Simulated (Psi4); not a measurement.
tellurium atom (Te), triplet (core potentials on Te). Base run: Psi4 1.11 with B3LYP/def2-SVP.

Geometry (Å):
```xyz
1

Te     0.0000     0.0000     0.0000
```
Charge 0, spin multiplicity 3.
Orbitals are unrestricted.
All else is at Psi4's defaults (density fitting).
Base energy -268.06435 Eh.

Each row names what was changed in the base input (with any setting that the change needs).

```json
[
 {"change": "base", "ΔE vs base (mEh)": "0.000", "SCF cycles": "8", "grid points": "19624", "basis functions": "26", "outcome": "converged"},
 {"change": "guess = core", "ΔE vs base (mEh)": "0.000", "SCF cycles": "8", "grid points": "19624", "basis functions": "26", "outcome": "converged"},
 {"change": "scf_type = out_of_core", "ΔE vs base (mEh)": "0.024", "SCF cycles": "8", "grid points": "19624", "basis functions": "26", "outcome": "converged"},
 {"change": "dft_basis_tolerance = 1e-8", "ΔE vs base (mEh)": "0.000", "SCF cycles": "8", "grid points": "18718", "basis functions": "26", "outcome": "converged"},
 {"change": "diis_max_vecs = 15", "ΔE vs base (mEh)": "0.000", "SCF cycles": "8", "grid points": "19624", "basis functions": "26", "outcome": "converged"},
 {"change": "e_convergence = 1e-10", "ΔE vs base (mEh)": "0.000", "SCF cycles": "9", "grid points": "19624", "basis functions": "26", "outcome": "converged"},
 {"change": "basis_guess = sto-3g", "ΔE vs base (mEh)": "-", "SCF cycles": "-", "grid points": "-", "basis functions": "26", "outcome": "stopped with an error"},
 {"change": "scf_type = direct", "ΔE vs base (mEh)": "0.024", "SCF cycles": "10", "grid points": "19624", "basis functions": "26", "outcome": "converged"},
 {"change": "scf_initial_accelerator = ediis", "ΔE vs base (mEh)": "0.000", "SCF cycles": "8", "grid points": "19624", "basis functions": "26", "outcome": "converged"},
 {"change": "dft_spherical_points = 434", "ΔE vs base (mEh)": "0.000", "SCF cycles": "8", "grid points": "28156", "basis functions": "26", "outcome": "converged"},
 {"change": "df_basis_scf = cc-pvqz-jkfit", "ΔE vs base (mEh)": "-", "SCF cycles": "-", "grid points": "-", "basis functions": "26", "outcome": "input refused"},
 {"change": "dft_spherical_points = 590", "ΔE vs base (mEh)": "0.000", "SCF cycles": "8", "grid points": "37760", "basis functions": "26", "outcome": "converged"},
 {"change": "dft_pruning_scheme = robust", "ΔE vs base (mEh)": "0.000", "SCF cycles": "8", "grid points": "19624", "basis functions": "26", "outcome": "converged"}
]
```

Open shells are given as the SCF converged; they aren't shown to be the lowest states, and a large step between rows can be another state.

- basis_guess = sto-3g: ended with `psi4.driver.p4util.exceptions.ValidationError: Projecting from basis (STO-3G) with (0) ECP electrons to basis (DEF2-SVP) with (28) ECP electrons will be a disaster. Select a compatible cast-up basis with 'set guess_basis YOUR_BASIS_HERE'.`
- df_basis_scf = cc-pvqz-jkfit: ended with `psi4.driver.qcdb.exceptions.BasisSetNotFound: BasisSet::construct: Unable to find a basis set for atom 1 for key JKFIT among:`
